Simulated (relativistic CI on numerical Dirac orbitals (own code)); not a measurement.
**Nb⁺: L2,3 absorption edge**

Computed with this model: Dirac-Coulomb-Breit CI, separate exchange-only KLI orbitals for each configuration, a model potential for QED, valence Slater integrals scaled by 0.9, multiplet model of core-to-valence dipole absorption; configurations [Kr] 4d4 → [He] 2s2 2p5 3s2 3p6 3d10 4s2 4p6 4d5; 300 K; Lorentzian 2.4 eV and Gaussian 0.5 eV FWHM. Energies are those of the free ion, without screening or charge transfer. The branching ratio is the share of the lower-energy edge in the whole absorption, uncertain by about 0.02 where the edges overlap. S is read from ⟨S²⟩ = S(S + 1).

Field parameters in Wybourne normalisation: Oh B⁴₀ = 21Dq, B⁴₄ = √(5/14) B⁴₀. The field is a parameter set, without covalency.

Case free ion, the dichroism is that of the ground state at zero temperature, magnetised by exchange field 10 meV on Sz. The dichroism I(Δm = −1) − I(Δm = +1), over the sum of the three polarisations, integrates to 0.0765 on the lower edge and 0.0436 on the upper edge. The branching ratio is 0.753.

Q: Use the orbital sum rule with 6 holes to get ⟨Lz⟩.

A: For a p → d edge ⟨Lz⟩ = 2 × n_h × (sum of both integrals) in this sign convention = 1.44; the ground state itself has ⟨Lz⟩ = 1.45 and ⟨Sz⟩ = -1.45. The rule assumes one radial integral for both edges, which relativistic orbitals only approach.
